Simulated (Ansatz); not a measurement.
Ga6As6H18, a cluster cut from wurtzite GaAs (hydrogen-capped). The state is a singlet with charge 0. Geometry PBE-D4/def2-SVP, basis def2-TZVP, Ansatz.

Cartesian coordinates in Å:
```
As -0.3524 -2.0480 -2.0406
Ga 1.4228 -0.2951 -2.3549
Ga -2.2048 1.5243 -1.9192
As 0.2929 1.7995 -1.7896
As 2.7743 -0.8298 -0.3028
Ga 1.4648 2.9512 0.1159
Ga -1.8394 -2.0680 -0.0128
As -2.5301 0.2656 0.2351
As -0.0336 -2.3534 1.7136
Ga 1.7918 -0.6485 2.0048
Ga -1.8327 1.1624 2.4801
As 0.6111 1.4938 1.9809
H -1.2555 -2.0023 -3.2642
H 0.2371 -3.4380 -2.2721
H 2.2494 -0.5334 -3.6754
H -2.5042 0.5113 -3.1038
H -2.8753 2.9446 -1.7754
H 0.6656 2.6102 -3.0311
H 3.4674 -2.1807 -0.4700
H 4.0190 0.0441 -0.3372
H 3.0160 2.6513 -0.0362
H 0.8531 4.3949 0.2862
H -2.8304 -3.2933 -0.0279
H -4.0403 0.0546 0.3460
H 0.5697 -3.7532 1.6132
H -0.7172 -2.5216 3.0625
H 2.8235 -1.0836 3.1140
H -2.4999 2.5768 2.6863
H -1.9390 -0.0345 3.5174
H 1.1964 2.0988 3.2571
```

```json
{"run": "A", "HOMO (eV)": "-6.12", "LUMO (eV)": "-2.24"}
{"run": "B", "HOMO (eV)": "-6.37", "LUMO (eV)": "-2.09"}
{"run": "C", "HOMO (eV)": "-6.73", "LUMO (eV)": "-1.83"}
{"run": "D", "HOMO (eV)": "-7.11", "LUMO (eV)": "-1.51"}
{"run": "E", "HOMO (eV)": "-6.07", "LUMO (eV)": "-2.15"}
{"run": "F", "HOMO (eV)": "-9.36", "LUMO (eV)": "1.47"}
```

Single mean-field runs in def2-TZVP are fitted with def2-universal-jkfit.

**Question.** The runs used HF, PBE, PBE0, r2SCAN, r2SCANh, revPBE. Estimate which is which.

**Answer.** A PBE (0 % exact exchange); B r2SCAN (0 % exact exchange); C r2SCANh (10 % exact exchange); D PBE0 (25 % exact exchange); E revPBE (0 % exact exchange); F HF (100 % exact exchange). Exact exchange lowers occupied and raises empty levels; among semilocal functionals meta-GGAs tend to open the gap a little, and such runs are hard to tell apart. The gap grows from 3.88 eV (PBE) to 10.83 eV (HF).
